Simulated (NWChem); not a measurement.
System: C$_{2}$H$_{3}$ClFNSi; SMILES C#C[Si@@](N)(F)Cl

Input file for NWChem:

```
start job
memory heap 200 mb stack 900 mb global 1100 mb
geometry units angstroms noautosym nocenter noautoz
  C      0.817133     2.763821     0.045519
  C      0.371078     1.635608     0.031867
  Si    -0.298250    -0.046360     0.014163
  N     -1.313918    -0.282608     1.355826
  F     -1.010720    -0.253877    -1.415341
  Cl     1.193351    -1.466936     0.095991
  H      1.214654     3.755175     0.056061
  H     -1.589448    -1.207742     1.659631
  H     -1.968646     0.434454     1.642346
end
basis spherical
  C library 6-31g*
  Si library 6-31g*
  N library 6-31g*
  F library 6-31g*
  Cl library 6-31g*
  H library 6-31g*
end
dft
  xc hfexch
  iterations 150
  mulliken
end
task dft energy
esp
  recalculate
  probe 0.07
  range 0.3
  factor 1.0
  spacing 0.02
end
task esp
```

NWChem printed, in part:

```
             Northwest Computational Chemistry Package (NWChem) 7.3.0
             --------------------------------------------------------

                             Geometry "geometry" -> ""
                             -------------------------

 Output coordinates in angstroms (scale by  1.889725989 to convert to a.u.)

  No.       Tag          Charge          X              Y              Z
 ---- ---------------- ---------- -------------- -------------- --------------
    1 C                    6.0000     0.81713300     2.76382100     0.04551900
    2 C                    6.0000     0.37107800     1.63560800     0.03186700
    3 Si                  14.0000    -0.29825000    -0.04636000     0.01416300
    4 N                    7.0000    -1.31391800    -0.28260800     1.35582600
    5 F                    9.0000    -1.01072000    -0.25387700    -1.41534100
    6 Cl                  17.0000     1.19335100    -1.46693600     0.09599100
    7 H                    1.0000     1.21465400     3.75517500     0.05606100
    8 H                    1.0000    -1.58944800    -1.20774200     1.65963100
    9 H                    1.0000    -1.96864600     0.43445400     1.64234600

 Effective nuclear repulsion energy (a.u.)     343.8913429264

  xc_inp: hfexch multiplicative factor not found.

                                 NWChem DFT Module
                                 -----------------

 Summary of "ao basis" -> "ao basis" (spherical)
 ------------------------------------------------------------------------------
       Tag                 Description            Shells   Functions and Types
 ---------------- ------------------------------  ------  ---------------------
 C                           6-31g*                  6       14   3s2p1d
 Si                          6-31g*                  8       18   4s3p1d
 N                           6-31g*                  6       14   3s2p1d
 F                           6-31g*                  6       14   3s2p1d
 Cl                          6-31g*                  8       18   4s3p1d
 H                           6-31g*                  2        2   2s

            General Information
            -------------------
          SCF calculation type: DFT
          Wavefunction type:  closed shell.
          No. of atoms     :     9
          No. of electrons :    62
           Alpha electrons :    31
            Beta electrons :    31
          Charge           :     0
          Spin multiplicity:     1
          Use of symmetry is: off; symmetry adaption is: off
          Maximum number of iterations: 150
          AO basis - number of functions:    98
                     number of shells:    46
          Convergence on energy requested:  1.00D-06
          Convergence on density requested:  1.00D-05
          Convergence on gradient requested:  5.00D-04

              XC Information
              --------------
                     Hartree-Fock (Exact) Exchange  1.000

      Superposition of Atomic Density Guess
      -------------------------------------

 Sum of atomic energies:        -978.74916642

      Non-variational initial energy
      ------------------------------

 Total energy =    -980.946647
 1-e energy   =   -2035.515612
 2-e energy   =     710.677623
 HOMO         =      -0.348346
 LUMO         =       0.020091

     ---------------------------------------------
      Total Density - Mulliken Population Analysis
     ---------------------------------------------

    Atom       Charge   Shell Charges
 -----------   ------   -------------------------------------------------------
    1 C    6     6.10   2.00  0.75  1.80  0.62  0.89  0.03
    2 C    6     6.34   2.00  0.75  1.94  0.77  0.87  0.02
    3 Si  14    12.54   2.00  2.00  5.97  0.78  1.18  0.10  0.25  0.27
    4 N    7     8.19   2.00  0.82  2.67  0.81  1.89  0.01
    5 F    9     9.60   2.00  0.95  3.47  1.00  2.18  0.01
    6 Cl  17    17.41   2.00  2.00  5.98  1.37  3.70  0.57  1.78  0.01
    7 H    1     0.72   0.43  0.30
    8 H    1     0.55   0.40  0.15
    9 H    1     0.55   0.40  0.15

   convergence    iter        energy       DeltaE   RMS-Dens  Diis-err
 ---------------- ----- ----------------- --------- --------- ---------
 d= 0,ls=0.0,diis     1   -979.7801262859 -1.32D+03  7.85D-03  6.54D-01
 d= 0,ls=0.0,diis     2   -979.8542394784 -7.41D-02  2.29D-03  1.40D-01
 d= 0,ls=0.0,diis     3   -979.8675238047 -1.33D-02  9.68D-04  6.55D-03
 d= 0,ls=0.0,diis     4   -979.8685076361 -9.84D-04  2.05D-04  3.15D-04
 d= 0,ls=0.0,diis     5   -979.8685575850 -4.99D-05  5.31D-05  1.97D-05
  Resetting Diis
 d= 0,ls=0.0,diis     6   -979.8685615485 -3.96D-06  1.82D-05  2.40D-06
 d= 0,ls=0.0,diis     7   -979.8685622793 -7.31D-07  9.10D-06  5.78D-07

         Total DFT energy =     -979.868562279293
      One electron energy =    -2038.839610903088
           Coulomb energy =      791.281316274045
    Exchange-Corr. energy =      -76.201610576650
 Nuclear repulsion energy =      343.891342926400

 Numeric. integr. density =        0.000000000000

                       DFT Final Molecular Orbital Analysis
                       ------------------------------------

 Vector   29  Occ=2.000000D+00  E=-4.410284D-01
              MO Center= -5.5D-01, -3.0D-01,  9.0D-01, r^2= 3.4D+00
   Bfn.  Coefficient  Atom+Function         Bfn.  Coefficient  Atom+Function
  ----- ------------  ---------------      ----- ------------  ---------------
    51      0.335064  4 N  pz                83     -0.333503  6 Cl pz
    49      0.322390  4 N  px                55      0.305189  4 N  pz
    53      0.289442  4 N  px                87     -0.196070  6 Cl pz
    79      0.128619  6 Cl pz                19      0.122383  2 C  pz
     5      0.112732  1 C  pz                23      0.087717  2 C  pz

 Vector   30  Occ=2.000000D+00  E=-4.162848D-01
              MO Center=  5.8D-01,  1.9D+00,  5.9D-02, r^2= 2.3D+00
   Bfn.  Coefficient  Atom+Function         Bfn.  Coefficient  Atom+Function
  ----- ------------  ---------------      ----- ------------  ---------------
    17      0.322686  2 C  px                 3      0.319273  1 C  px
    21      0.224191  2 C  px                 7      0.216763  1 C  px
    82     -0.179362  6 Cl py                19     -0.156867  2 C  pz
     5     -0.155793  1 C  pz                18     -0.135802  2 C  py
     4     -0.121935  1 C  py                23     -0.109597  2 C  pz

 Vector   31  Occ=2.000000D+00  E=-4.142467D-01
              MO Center=  3.8D-01,  1.9D+00,  1.8D-01, r^2= 2.6D+00
   Bfn.  Coefficient  Atom+Function         Bfn.  Coefficient  Atom+Function
  ----- ------------  ---------------      ----- ------------  ---------------
     5      0.335935  1 C  pz                19      0.335659  2 C  pz
     9      0.230342  1 C  pz                23      0.226013  2 C  pz
     3      0.146000  1 C  px                49     -0.143874  4 N  px
    17      0.141814  2 C  px                53     -0.139537  4 N  px
    51     -0.125396  4 N  pz                55     -0.117041  4 N  pz

 Vector   32  Occ=0.000000D+00  E= 1.295888D-01
              MO Center=  1.7D-01,  1.4D+00,  7.3D-02, r^2= 4.3D+00
   Bfn.  Coefficient  Atom+Function         Bfn.  Coefficient  Atom+Function
  ----- ------------  ---------------      ----- ------------  ---------------
    39     -0.564080  3 Si px                 7      0.540601  1 C  px
    84      0.432755  6 Cl s                 52     -0.379473  4 N  s
    21     -0.351656  2 C  px                40      0.322505  3 Si py
     3      0.289596  1 C  px                86      0.255352  6 Cl py
    96      0.254996  8 H  s                 35     -0.253055  3 Si px

 Vector   33  Occ=0.000000D+00  E= 1.441851D-01
              MO Center=  3.3D-01,  1.5D+00,  8.3D-02, r^2= 4.0D+00
   Bfn.  Coefficient  Atom+Function         Bfn.  Coefficient  Atom+Function
  ----- ------------  ---------------      ----- ------------  ---------------
     9      0.591886  1 C  pz                41     -0.562223  3 Si pz
    52      0.454259  4 N  s                 23     -0.442806  2 C  pz
     5      0.316948  1 C  pz                66     -0.243250  5 F  s
    19     -0.223771  2 C  pz                37     -0.224705  3 Si pz
    38     -0.151969  3 Si s                 87      0.145194  6 Cl pz

 Vector   34  Occ=0.000000D+00  E= 1.888604D-01
              MO Center= -1.0D+00, -5.9D-01,  6.8D-01, r^2= 5.2D+00
   Bfn.  Coefficient  Atom+Function         Bfn.  Coefficient  Atom+Function
  ----- ------------  ---------------      ----- ------------  ---------------
    38      1.437453  3 Si s                 52     -1.317302  4 N  s
    98      0.775422  9 H  s                 84     -0.476927  6 Cl s
    96      0.465578  8 H  s                 40     -0.457937  3 Si py
    85      0.409915  6 Cl px                22      0.362960  2 C  py
    66     -0.332928  5 F  s                  8      0.323845  1 C  py

     ---------------------------------------------
      Total Density - Mulliken Population Analysis
     ---------------------------------------------

    Atom       Charge   Shell Charges
 -----------   ------   -------------------------------------------------------
    1 C    6     6.17   2.00  0.69  1.88  0.47  1.09  0.03
    2 C    6     6.31   2.00  0.66  1.93  0.75  0.94  0.02
    3 Si  14    12.70   2.00  2.00  5.98  0.78  1.46 -0.05  0.14  0.39
    4 N    7     8.06   2.00  0.74  2.51  0.88  1.91  0.02
    5 F    9     9.51   2.00  0.92  3.30  1.04  2.23  0.01
    6 Cl  17    17.36   2.00  2.00  5.98  1.35  3.61  0.62  1.78  0.02
    7 H    1     0.70   0.50  0.20
    8 H    1     0.60   0.48  0.12
    9 H    1     0.60   0.48  0.12

     -------------------------------------------
      Total Density - Lowdin Population Analysis
     -------------------------------------------

    Atom       Charge   Shell Charges
 -----------   ------   -------------------------------------------------------
    1 C    6     6.10   1.99  0.56  1.71  0.45  1.33  0.06
    2 C    6     6.25   1.99  0.56  1.77  0.47  1.42  0.05
    3 Si  14    13.20   2.00  1.97  5.88  0.51  1.35  0.26  0.64  0.58
    4 N    7     7.68   1.99  0.69  2.38  0.58  2.01  0.03
    5 F    9     9.33   1.99  0.93  3.19  0.85  2.35  0.02
    6 Cl  17    17.18   2.00  1.99  5.92  1.14  3.37  0.66  2.08  0.02
    7 H    1     0.81   0.46  0.35
    8 H    1     0.72   0.46  0.26
    9 H    1     0.72   0.46  0.26

     Multipole analysis of the density
     ---------------------------------

     L   x y z        total         alpha         beta         nuclear
     -   - - -        -----         -----         ----         -------
     0   0 0 0     -0.000000    -31.000000    -31.000000     62.000000

     1   1 0 0     -0.606199     -2.762944     -2.762944      4.919688
     1   0 1 0      0.827503      0.859387      0.859387     -0.891270
     1   0 0 1      0.751538     -1.896812     -1.896812      4.545161

     2   2 0 0    -33.835395   -123.055444   -123.055444    212.275493
     2   1 1 0      3.550178      5.060062      5.060062     -6.569946
     2   1 0 1     -3.826777      3.829130      3.829130    -11.485038
     2   0 2 0    -29.144365   -220.593692   -220.593692    412.043019
     2   0 1 1     -0.770631      2.943040      2.943040     -6.656711
     2   0 0 2    -37.308672    -83.878673    -83.878673    130.448674

                     NWChem Electrostatic Potential Fit Module
                     -----------------------------------------

 Atom parameters

 Number of atoms is                                    9
 Number of basis functions is                         98

 Grid parameters

 Maximum number of grid points is                  41545
 Number of grid points is                          41544
 Grid range                                     0.300000 nm
 Grid spacing                                   0.020000 nm
 Probe radius                                   0.070000 nm
 Atom radius factor                             1.000000

 Atomic radii

    1    0.100000
    6    0.147000
    7    0.140000
    9    0.128000
   14    0.187000
   17    0.169000
 FASTESP  F
  using M.O. file = ./job.movecs

    Atom              Coordinates                           Charge

                                                  ESP

    1 C     0.081713    0.276382    0.004552   -0.198161
    2 C     0.037108    0.163561    0.003187   -0.360681
    3 Si   -0.029825   -0.004636    0.001416    1.356028
    4 N    -0.131392   -0.028261    0.135583   -1.175597
    5 F    -0.101072   -0.025388   -0.141534   -0.425886
    6 Cl    0.119335   -0.146694    0.009599   -0.337180
    7 H     0.121465    0.375518    0.005606    0.280063
    8 H    -0.158945   -0.120774    0.165963    0.425826
    9 H    -0.196865    0.043445    0.164235    0.435589
                                            ------------
                                               -0.000000

 Dipole moment                                  1.318314

 Quadrupole moment Qxx                         -1.735509
                   Qyy                         12.934753
                   Qzz                        -11.199244

 RMS deviation kJ/mol                           0.063002

 RRMS %                                        23.895537
```

Level: Hartree-Fock/6-31G* (spherical d). All runs use the structure optimised with B3LYP/6-31G* (spherical d).
